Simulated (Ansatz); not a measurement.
Reaction (ligand exchange at a B–C bond): `O=CB(O)[SiH3]` + `O[SiH3]` → `OB([SiH3])O[SiH3]` + `C=O`

Program: Ansatz. Geometries: PBE0-D4/def2-TZVP. ΔE: electronic, gas phase. CCSD(T)/CBS adds triple-zeta CCSD(T) − MP2 to the extrapolated MP2 energy (def2 sets, frozen cores). This one scheme is used for every species. DFT in def2-TZVPP. B3LYP here is the variant with VWN-RPA as its local correlation; programs differ in this. Each species was taken in one conformer, which may not be the lowest.

`O=CB(O)[SiH3]`:

Z-matrix (Å, degrees):
```
Si
B 1 2.023
H 1 1.491 2 109.5
H 1 1.491 2 109.2 3 -116.8
H 1 1.485 2 113.1 3 121.7
C 2 1.627 1 125.8 3 55.6
O 2 1.339 1 122.0 3 -124.5
O 6 1.212 2 117.5 1 -179.8
H 6 1.110 2 123.6 1 0.2
H 7 0.976 2 108.8 1 -179.9
```

`O[SiH3]`:

Z-matrix (Å, degrees):
```
Si
O 1 1.648
H 1 1.489 2 111.7
H 1 1.489 2 111.7 3 120.9
H 1 1.481 2 105.9 3 -119.6
H 2 0.957 1 117.9 3 -60.5
```

`OB([SiH3])O[SiH3]`:

Z-matrix (Å, degrees):
```
Si
B 1 2.040
H 1 1.491 2 110.6
H 1 1.491 2 110.6 3 -118.4
H 1 1.486 2 111.5 3 120.8
O 2 1.366 1 123.9 3 59.3
O 2 1.357 1 117.6 3 -120.7
Si 6 1.650 2 134.9 1 -0.0
H 7 0.965 2 112.1 1 -180.0
H 8 1.482 6 108.3 2 120.2
H 8 1.486 6 110.2 2 -0.2
H 8 1.482 6 108.3 2 -120.6
```

`C=O`:

```xyz
4

C     0.002   -0.004   -0.002
O    -0.497    1.011    0.384
H     0.858   -0.008   -0.707
H    -0.362   -0.999    0.325
```

(1) Is it downhill or uphill in electronic energy at CCSD(T)/CBS, and by how much? (An estimate is asked.)

(2) What do these levels give: r2SCAN-D4, PBE0-D4, B3LYP-D4, ωB97M-V, PBE, r2SCAN, HF/def2-TZVPP, SCS-MP2/def2-TZVPP, CCSD/def2-TZVPP, CCSD(T)/def2-TZVPP, HF/def2-QZVPP, MP2/def2-QZVPP? (Estimate.)

Largest T1 diagnostic among the species: 0.016.

Answers

(1) Computed: Downhill: ΔE = -131.6 kJ/mol.

(2) Ansatz gave: r2SCAN-D4 -132.7, PBE0-D4 -130.2, B3LYP-D4 -137.0, ωB97M-V -132.8, PBE -121.1, r2SCAN -131.7, HF/def2-TZVPP -148.7, SCS-MP2/def2-TZVPP -136.2, CCSD/def2-TZVPP -135.7, CCSD(T)/def2-TZVPP -133.4, HF/def2-QZVPP -149.7, MP2/def2-QZVPP -134.8 kJ/mol.

From PBE to PBE0 (25 % exact exchange), in def2-TZVPP and without D4, ΔE moves by −6.0 kJ/mol. In def2-TZVPP, CCSD(T) changes the Hartree–Fock value by +15.3 kJ/mol (the triples alone add +2.3 kJ/mol) and MP2 by +13.2 kJ/mol.
